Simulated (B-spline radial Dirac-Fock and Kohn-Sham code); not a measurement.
Levels of muonic ²⁰⁴Tl

Nucleus: ²⁰⁴Tl, Fermi distribution (skin thickness 2.3 fm), rms radius 5.4704 fm (measured, Angeli and Marinova 2013).

Input of the calculation (task.json; shells as n, l, electrons):

```json
{"items": [{
  "Z": 81,
  "q": 0,
  "cfg": [[1, 0, 2], [2, 0, 2], [2, 1, 6], [3, 0, 2], [3, 1, 6], [3, 2, 10], [4, 0, 2], [4, 1, 6], [4, 2, 10], [4, 3, 14], [5, 0, 2], [5, 1, 6], [5, 2, 10], [6, 0, 2], [6, 1, 1]],
  "A": 204,
  "rrms": 5.4704,
  "do": "muonic",
  "nuclei": [[204, 203.973863, 5.4704, "measured", "fermi"]]
}]}
```

Launch: `python xray2_run.py task.json out`

The computed values come from a radial atomic solver: the Dirac equation of a negative muon with reduced mass in the field of a spherical finite nucleus, with the Uehling potential to all orders; nuclear polarisation, deformation, hyperfine structure, self-energy, higher-order vacuum polarisation, relativistic recoil and electron screening are left out.

```
level  binding (keV)  point nucleus, no QED (keV)  vacuum polarisation (keV)  ⟨r⟩ (fm)
1s1/2          10430                        20420                     66.368       8.2
2s1/2           3529                         5235                     18.976      24.5
2p1/2           4705                         5235                     31.609      15.5
2p3/2           4525                         4717                     29.113      16.3
3s1/2           1727                         2267                      7.350      50.3
3p1/2           2089                         2267                     10.503      38.7
3p3/2           2043                         2112                      9.979      39.6
3d3/2           2119                         2112                     10.182      31.6
3d5/2           2078                         2070                      9.556      32.6
4d3/2           1188                         1186                      4.404      63.9
4d5/2           1171                         1168                      4.168      65.0
4f5/2           1172                         1168                      3.650      55.5
4f7/2           1163                         1159                      3.548      56.2
```

Q: By how much does the finite nuclear size lower the 1s binding energy?

A: By 10060 keV, 49.24 % of the point-nucleus value (point value plus vacuum polarisation less the binding energy). The 1s orbit has ⟨r⟩ = 8.2 fm.
